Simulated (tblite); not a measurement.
Question: Write a Z-matrix for `[CH2]C[C@@]1(C)C[C@@H]1C=O` [radical] as optimised with GFN2-xTB. (Doublet state.)

Answer: 
Z-matrix in Å and degrees, rows numbered from 1:
```
C 
C   1  1.4716
C   2  1.5376  1  110.93
C   3  1.5076  2  113.54  1   -65.10
C   3  1.4818  2  118.21  1    82.73
C   5  1.5192  3   61.52  2   105.26
C   6  1.4637  3  120.78  5  -107.08
O   7  1.2063  6  126.16  3    44.64
H   1  1.0731  2  119.69  3   -70.26
H   1  1.0719  2  121.19  3    99.91
H   2  1.0952  1  110.01  3   119.17
H   2  1.0921  1  110.68  3  -120.68
H   4  1.0884  3  109.67  2    64.12
H   4  1.0866  3  110.80  2  -175.87
H   4  1.0891  3  110.49  2   -55.43
H   5  1.0796  3  119.63  6  -106.76
H   5  1.0801  3  118.04  6   105.68
H   6  1.0826  3  115.86  5   107.78
H   7  1.1091  6  113.38  3  -135.45
```

Of the pairs four or more bonds apart, O8···H14 is among the closest relative to their van der Waals radii: 2.26 Å, 83 % of the sum of Bondi's values. The 3-membered ring C3–C5–C6 has internal angles of 58.0° to 61.5°. The 7 C–C bonds span 1.464 Å (C6–C7, drawn single) to 1.538 Å (C2–C3, drawn single), a spread of 0.074 Å. C7 (carbon bonded to C, O and H) is planar (angles 126.2°, 120.5° and 113.4°, sum 360.0°, 0.00 Å off the plane of its three neighbours).

Structure optimised with GFN2-xTB, isolated species. This method treats the open shell by occupation alone, without spin polarisation.

Point group: C1 (no symmetry element, even within 0.4 Å). Its GFN2-xTB frequencies are all real (lowest 75 cm⁻¹). Torsions: H–C1–C2–C3 -70° and 100°, C1–C2–C3–C4 -65°, C5–C6–C7–O8 -23°. 3 starts were optimised and ended at 0.00, 0.51 and 0.52 kcal/mol (GFN2-xTB); the lowest of these is shown.

The run took 0.69 s on an Arm Neoverse V2 with one thread, no GPU, shared host. This is the geometry optimisation.

One conformer stands for the species.

These are computed values.
